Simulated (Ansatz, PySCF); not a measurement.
System: C$_{4}$H$_{2}$ (charge 0, singlet). SMILES: C#CC#C
Geometry: optimised at B3LYP-D3(BJ)/def2-TZVP (Ansatz, a quantum-chemistry and plane-wave program).

Wanted: atomisation energy (electronic, to ground-state atoms), in kcal/mol. Valence correlation only, unless marked. UHF or UKS for open shells. Spin-orbit coupling is left out. Non-relativistic unless marked X2C. The coupled-cluster limit lacks core correlation, which all-electron functionals hold. CBS(X,Y): correlation extrapolated as X^-3; Hartree-Fock from the larger set. The bracket is a focal-point correction in the basis named.

```json
[
 {"level": "HF/6-31G*", "program": "Ansatz", "atomisation energy (kcal/mol)": "487.0", "minus last row": "-205.9"},
 {"level": "SVWN5/def2-TZVPD", "program": "Ansatz", "atomisation energy (kcal/mol)": "810.1", "minus last row": "117.2"},
 {"level": "revPBE-D4/def2-TZVPD", "program": "Ansatz + dftd4", "atomisation energy (kcal/mol)": "706.4", "minus last row": "13.5"},
 {"level": "BP86-D4/def2-TZVPD", "program": "PySCF + dftd4", "atomisation energy (kcal/mol)": "726.1", "minus last row": "33.2"},
 {"level": "TPSS/def2-TZVPD", "program": "PySCF", "atomisation energy (kcal/mol)": "698.6", "minus last row": "5.7"},
 {"level": "M06-L/def2-TZVPD", "program": "PySCF", "atomisation energy (kcal/mol)": "707.4", "minus last row": "14.5"},
 {"level": "r2SCAN-D4/def2-TZVPD", "program": "Ansatz + dftd4", "atomisation energy (kcal/mol)": "699.2", "minus last row": "6.3"},
 {"level": "PBE0/def2-SVP", "program": "Ansatz", "atomisation energy (kcal/mol)": "710.1", "minus last row": "17.2"},
 {"level": "PBE0/def2-TZVP", "program": "Ansatz", "atomisation energy (kcal/mol)": "703.2", "minus last row": "10.3"},
 {"level": "PBE0/def2-TZVPD", "program": "Ansatz", "atomisation energy (kcal/mol)": "703.2", "minus last row": "10.3"},
 {"level": "CAM-B3LYP-D4/def2-TZVPD", "program": "Ansatz + dftd4", "atomisation energy (kcal/mol)": "695.4", "minus last row": "2.5"},
 {"level": "wB97X-V/def2-TZVPD", "program": "Ansatz", "atomisation energy (kcal/mol)": "688.5", "minus last row": "-4.4"},
 {"level": "B2PLYP/def2-TZVPD", "program": "Ansatz", "atomisation energy (kcal/mol)": "694.1", "minus last row": "1.2"},
 {"level": "MP2/STO-3G", "program": "Ansatz", "atomisation energy (kcal/mol)": "698.0", "minus last row": "5.1"},
 {"level": "RI-MP2/aug-cc-pVQZ", "program": "Ansatz", "atomisation energy (kcal/mol)": "714.7", "minus last row": "21.8"},
 {"level": "SCS-MP2/6-31G*", "program": "Ansatz", "atomisation energy (kcal/mol)": "653.0", "minus last row": "-39.9"},
 {"level": "CCSD/6-31G*", "program": "Ansatz", "atomisation energy (kcal/mol)": "630.4", "minus last row": "-62.5"},
 {"level": "CCSD(T)/6-31G", "program": "Ansatz", "atomisation energy (kcal/mol)": "613.5", "minus last row": "-79.4"},
 {"level": "CCSD(T)/cc-pVDZ", "program": "Ansatz", "atomisation energy (kcal/mol)": "632.2", "minus last row": "-60.7"},
 {"level": "X2C-CCSD(T)/cc-pVTZ-DK", "program": "Ansatz", "atomisation energy (kcal/mol)": "672.8", "minus last row": "-20.1"},
 {"level": "RI-MP2/CBS(aug-cc-pVTZ,aug-cc-pVQZ)+[CCSD(T)-MP2]/aug-cc-pVTZ", "program": "Ansatz", "atomisation energy (kcal/mol)": "692.9", "minus last row": "0.0"}
]
```

The Hartree-Fock reference is unstable (checked in the largest basis), which strains HF and MP2.
